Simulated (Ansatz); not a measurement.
Gas-phase electronic energies from Ansatz, PBE0-D4/def2-TZVP geometries. CCSD(T)/CBS is the MP2 limit (def2-TZVPP, def2-QZVPP) plus CCSD(T) − MP2 in def2-TZVPP, frozen cores. This one scheme is used for every species. For Ga outer-core shells are correlated without core-valence functions, which leaves a few kJ/mol of doubt a bond. Scalar relativity is left out up to krypton. One conformer a species, not always the lowest.

Consider the formal hydrolysis of a Ga–C bond: `[NH2][GaH][CH2]Cl` + H₂O → `[NH2][GaH][OH]` + `CCl`.

`[NH2][GaH][CH2]Cl`:

Cartesian coordinates in Å:
```
N -1.642 -0.587 0.516
Ga 0.016 0.097 0.779
C 1.225 0.115 -0.787
Cl 1.233 1.832 -1.328
H -2.373 -0.563 1.207
H -1.978 -0.928 -0.369
H 0.387 0.667 2.180
H 0.874 -0.481 -1.629
H 2.257 -0.152 -0.569
```

H₂O:

```xyz
3

O     0.152    0.089   -0.347
H    -0.445    0.622    0.182
H     0.293   -0.710    0.165
```

`[NH2][GaH][OH]`:

```xyz
7

N     0.313   -1.129    0.308
Ga   -0.625    0.412    0.131
O     0.140    1.751   -0.776
H     1.233   -1.289   -0.066
H    -0.036   -1.933    0.800
H    -2.039    0.635    0.716
H     1.015    1.554   -1.114
```

`CCl`:

Cartesian coordinates in Å:
```
C -0.038 0.011 0.140
Cl 0.427 -0.125 -1.565
H 0.244 0.998 0.500
H 0.482 -0.759 0.705
H -1.114 -0.125 0.219
```

| species | CCSD(T)/CBS(def2) energy (Eh) |
| --- | --- |
| `[NH2][GaH][CH2]Cl` | -2479.49982 |
| H₂O | -76.37941 |
| `[NH2][GaH][OH]` | -2056.27372 |
| `CCl` | -499.63220 |

Problem. Work out ΔE.

Solution. ΔE = (-2056.27372) + (-499.63220) − (-2479.49982) − (-76.37941) = -0.02669 Eh = -70.1 kJ/mol.

Largest T1 diagnostic among the species: 0.014.

At CCSD(T), def2-SVP lies −11.8 kJ/mol from the extrapolated value and def2-TZVPP −4.9 kJ/mol. In def2-TZVPP, CCSD(T) changes the Hartree–Fock value by +18.1 kJ/mol (the triples alone add +2.0 kJ/mol) and MP2 by +17.0 kJ/mol.
